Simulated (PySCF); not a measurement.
**A survey of 15N NMR shifts**

Computational details: shieldings: GIAO PBE0/pcSseg-1, geometry: GFN2-xTB, in PySCF 2.14.0 with density-fitted response routines (isolated molecule, equivalent nuclei averaged, non-relativistic Hamiltonian, single conformer).

Shieldings were converted by a linear fit to measured shifts: 15N (scatter 6.3 ppm rms vs CH3NO2, solution or neat liquid). Occasional misses reach two or three times the rms, and more in compound classes unlike the fitted ones.

Q: Give the 15N shifts of `CC(C)C1=NN(C)C[C@H]1F`, `C[SiH2]N[SiH2]n1cncc1F`, `Sc1csc2cc[nH]c12`.

A: 
```json
{"compound": "[CH3:1][CH:2]([CH3:3])[C:4]1=[N:5][N:6]([CH3:7])[CH2:8][C@H:9]1[F:10]", "environment": "N5: imine nitrogen", "δ (ppm)": "-35.2"}
{"compound": "[CH3:1][CH:2]([CH3:3])[C:4]1=[N:5][N:6]([CH3:7])[CH2:8][C@H:9]1[F:10]", "environment": "N6: nitrogen bonded to O or N", "δ (ppm)": "-269.1"}
{"compound": "[CH3:1][SiH2:2][NH:3][SiH2:4][n:5]1[cH:6][n:7][cH:8][c:9]1[F:10]", "environment": "N7: pyridine-type nitrogen of an azole", "δ (ppm)": "-108.9"}
{"compound": "[CH3:1][SiH2:2][NH:3][SiH2:4][n:5]1[cH:6][n:7][cH:8][c:9]1[F:10]", "environment": "N5: pyrrole-type ring nitrogen", "δ (ppm)": "-228.3"}
{"compound": "[CH3:1][SiH2:2][NH:3][SiH2:4][n:5]1[cH:6][n:7][cH:8][c:9]1[F:10]", "environment": "N3: nitrogen bonded to 2 Si, H", "δ (ppm)": "-380.6"}
{"compound": "Sc1csc2cc[nH]c12", "environment": "pyrrole-type ring nitrogen", "δ (ppm)": "-257.9"}
```

Q: Order these by 15N shift, lowest first.
A. Nc1ccccc1Cl
B. Sc1csc2cc[nH]c12
C. C=C1C[C@@H](Cl)[C@@H]1C#N

A: A (-324.8 ppm, aniline-type nitrogen), B (-257.9 ppm, pyrrole-type ring nitrogen), C (-112.2 ppm, nitrile nitrogen).
